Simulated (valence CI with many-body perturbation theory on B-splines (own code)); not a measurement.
**Energy levels of Ga X**

Method: configuration interaction combined with many-body perturbation theory (CI+MBPT): four valence electrons over a frozen Dirac-Fock core [Ar], radial functions for each j: 9 s, 9 p, 10 d, 8 f, 5 g, 3 h, 1 i, with the one-electron correlation potential Σ1, the two-electron term Σ2, the three-electron term Σ3, Breit, model QED; selected CI, second order for the rest, scaled by the run's own slope (own B-spline code, finite nucleus).

No measured spectrum was set against this ion. As an estimate, terms of the open shell hold to 2 to 4 % of their energy, and close levels can change places. Core correlation moves these levels by up to 4900 cm⁻¹, and in measured spectra 5 to 20 % of such shifts remained as error; rates that hang on mixing are uncertain with them. Only levels of the ground parity were solved; by the run's estimate the other parity begins above the list, which can be wrong where configurations are misplaced.

Levels 1 to 34 of 34, with energies above the lowest level, 3d⁴ ⁵D_0. "Leading %" is the weight of the configuration and term that name the level; weights of strongly mixed levels are sums over their largest components and can fall short. In the jj column 3d3/2^4 stands for four electrons in 3d with j = 3/2. Lifetimes count E1, E2, E3, M1 and M2 decay at the calculated energies, and are blank where another channel may lead or the interval is too uncertain; long ones can be off by a factor of two.

```
No.  Configuration  Term  J  E (cm⁻¹)  Leading %              Leading jj  Lifetime
  1            3d⁴    ⁵D  0       0.0         98  3d3/2^2 3d5/2^2 (63 %)          
  2            3d⁴    ⁵D  1       666         99    3d3/2^3 3d5/2 (58 %)    63.2 s
  3            3d⁴    ⁵D  2      1838         99  3d3/2^2 3d5/2^2 (67 %)    11.0 s
  4            3d⁴    ⁵D  3      3360         99  3d3/2^2 3d5/2^2 (48 %)    6.15 s
  5            3d⁴    ⁵D  4      5124         99    3d3/2 3d5/2^3 (43 %)    6.74 s
  6            3d⁴    ³P  0     38139         95          3d3/2^4 (59 %)   25.8 ms
  7            3d⁴    ³H  4     39860         88    3d3/2^3 3d5/2 (52 %)    903 ms
  8            3d⁴    ³H  5     41395         94  3d3/2^2 3d5/2^2 (84 %)    10.3 s
  9            3d⁴    ³P  1     42009         98    3d3/2^3 3d5/2 (39 %)   31.0 ms
 10            3d⁴    ³H  6     42675         98  3d3/2^2 3d5/2^2 (54 %)    22.7 s
 11            3d⁴    ³F  3     44700         75  3d3/2^2 3d5/2^2 (56 %)   62.5 ms
 12            3d⁴    ³F  2     44950         98  3d3/2^2 3d5/2^2 (53 %)    100 ms
 13            3d⁴    ³F  4     45468         77  3d3/2^2 3d5/2^2 (37 %)   45.2 ms
 14            3d⁴    ³P  2     47430         97    3d3/2 3d5/2^3 (41 %)   50.8 ms
 15            3d⁴    ³G  3     50171         75    3d3/2 3d5/2^3 (58 %)    147 ms
 16            3d⁴    ³G  4     51045         79  3d3/2^2 3d5/2^2 (69 %)    245 ms
 17            3d⁴    ³G  5     52121         94    3d3/2 3d5/2^3 (84 %)    255 ms
 18            3d⁴    ³D  3     61340         98    3d3/2 3d5/2^3 (47 %)   60.8 ms
 19            3d⁴    ¹I  6     61539         98    3d3/2 3d5/2^3 (54 %)    140 ms
 20            3d⁴    ³D  2     61876         94  3d3/2^2 3d5/2^2 (30 %)   62.3 ms
 21            3d⁴    ³D  1     62689         99    3d3/2 3d5/2^3 (56 %)   51.1 ms
 22            3d⁴    ¹G  4     62944         89          3d5/2^4 (40 %)   39.1 ms
 23            3d⁴    ¹S  0     68807         96    3d3/2 3d5/2^3 (56 %)   26.3 ms
 24            3d⁴    ¹D  2     77874         94  3d3/2^2 3d5/2^2 (37 %)   32.1 ms
 25            3d⁴    ¹F  3     87227         96    3d3/2 3d5/2^3 (56 %)          
 26            3d⁴    ³P  2    101940         99  3d3/2^2 3d5/2^2 (58 %)   33.1 ms
 27            3d⁴    ³F  4    103360         98  3d3/2^2 3d5/2^2 (74 %)          
 28            3d⁴    ³F  2    103860         99  3d3/2^2 3d5/2^2 (57 %)   23.5 ms
 29            3d⁴    ³F  3    104230         97    3d3/2 3d5/2^3 (79 %)          
 30            3d⁴    ³P  1    105890        100    3d3/2 3d5/2^3 (85 %)          
 31            3d⁴    ³P  0    107830         99          3d5/2^4 (56 %)          
 32            3d⁴    ¹G  4    117690         98    3d3/2 3d5/2^3 (60 %)          
 33            3d⁴    ¹D  2    155010         99  3d3/2^2 3d5/2^2 (60 %)          
 34            3d⁴    ¹S  0    200870         99  3d3/2^2 3d5/2^2 (66 %)
```

The ionisation energy to 3d³ ⁴F3/2 of the next ion comes out as 243.58 eV (NIST: 244 ± 2.5 eV (theoretical)). All 34 levels together are meant to be complete up to 208910 cm⁻¹.
